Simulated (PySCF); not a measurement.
HfO, SMILES [O]=[Hf], multiplicity 1.

Coordinates come from a B3LYP-D3(BJ)/def2-TZVPD optimisation. The spin state was assumed, not searched. The def2 effective core potentials stand for the cores of Hf; spin–orbit coupling is left out.

Two levels are set side by side: TDA-PBE/def2-TZVPD (PySCF) and TDA-CAM-B3LYP/def2-TZVPD (PySCF). Vertical, same geometry. The lowest singlet is HOMO→LUMO+1 100 % with PBE and HOMO→LUMO 99 % with the other functional; states are paired by order. Differences are taken from unrounded values.

```tsv
quantity	TDA-CAM-B3LYP	TDA-PBE	TDA-PBE minus TDA-CAM-B3LYP
lowest singlet excitation (eV)	2.13	2.05	-0.08
lowest triplet excitation (TDA) (eV)	0.97	0.81	-0.16
first bright state (f over 0.05) (eV)	3.33	3.37	0.04
its oscillator strength	0.22	0.22	0.00
```

A lower first singlet is the usual sign of a functional without exact exchange. Differences between two approximate levels are no errors against the true value.

Rough cost on one machine, each run with all the roots and properties that it gave: TDA-CAM-B3LYP against TDA-PBE about 3 times.
